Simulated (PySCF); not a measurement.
Species: C₆H₄Cl₂.
Atom-mapped SMILES: `[CH:1]#[C:2]/[CH:3]=[C:4](\[Cl:5])[C:6](=[CH2:7])[Cl:8]` (hydrogens: H9 on C1; H10 on C3; H11, H12 on C7)

Computed, not measured: PBE0-D3(BJ)/def2-SVP geometry optimisation, gas phase (PySCF).

Question: What internal coordinates does the optimisation give?

Answer: 
| bond | length (Å) | order |
| --- | --- | --- |
| C1≡C2 | 1.214 | triple |
| C2–C3 | 1.412 | single |
| C3=C4 | 1.353 | double |
| C4–Cl5 | 1.728 | single |
| C4–C6 | 1.467 | single |
| C6=C7 | 1.339 | double |
| C6–Cl8 | 1.741 | single |
| C1–H9 | 1.074 | single |
| C3–H10 | 1.093 | single |
| C7–H11 | 1.090 | single |
| C7–H12 | 1.090 | single |

Orders are formal, as drawn. A selection of angles:
| angle | degrees |
| --- | --- |
| C2–C1–H9 | 179.3 |
| C1–C2–C3 | 178.2 |
| C2–C3–C4 | 125.0 |
| C2–C3–H10 | 117.9 |
| C4–C3–H10 | 117.1 |
| C3–C4–Cl5 | 119.6 |
| C3–C4–C6 | 124.6 |
| Cl5–C4–C6 | 115.8 |
| C4–C6–C7 | 125.4 |
| C4–C6–Cl8 | 115.6 |
| C7–C6–Cl8 | 119.0 |
| C6–C7–H11 | 119.9 |
| C6–C7–H12 | 120.7 |
| H11–C7–H12 | 119.4 |

Torsions: C2–C3–C4–Cl5 0° (synperiplanar); C3–C4–C6–C7 180° (antiperiplanar).

The 8 heavy atoms lie in one plane (0.000 Å rms). Of the pairs four or more bonds apart, Cl8···H10 is among the closest relative to their van der Waals radii: 2.52 Å, 85 % of the sum of Bondi's values. The C–C distances run from 1.214 Å (C1≡C2, drawn triple) to 1.467 Å (C4–C6, drawn single), a spread of 0.253 Å.

Point group: Cs (every atom within 0.08 Å of its image). No PBE0-D3(BJ)/def2-SVP frequencies stand behind this structure, so it isn't proved a minimum. One conformer, not necessarily the lowest.

Hardware: Arm Neoverse V1, one thread, shared host with 32 logical CPUs at a one-minute load of 11. Cost: 40 s wall, 0.69 GiB resident at most. These figures are those of the optimisation.
